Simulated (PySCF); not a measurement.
# Working out the excitation energy of Ge²⁺

Ge²⁺ [Ar] 3d10 4s2 (1S) → Ge²⁺ [Ar] 3d10 4s1 5s1 (3S). Calculation: PySCF 2.14, in aug-cc-pVTZ-PP with ECP10MDF (6s5p4d2f, 55 functions); scalar relativity through the core potential. Frozen: 3s2 3p6 3d10. Energies in hartree (1 hartree = 27.21139 eV):

```tsv
part	Ge²⁺ (lower)	Ge²⁺ (upper)
UHF	-292.520326	-291.853329
CCSD correlation	-0.039947	-0.007335
(T)	0.000000	0.000000
```

Problem. What does Hartree-Fock give?

Solution. (-291.853329) − (-292.520326) = 0.666997 hartree = 18.150 eV.

Problem. What do CCSD and CCSD(T) give?

Solution. The CCSD correlation energies differ by 0.032612 hartree = 0.887 eV and the triples by 0.000000 hartree = 0.000 eV, so CCSD gives 19.037 eV and CCSD(T) 19.037 eV.
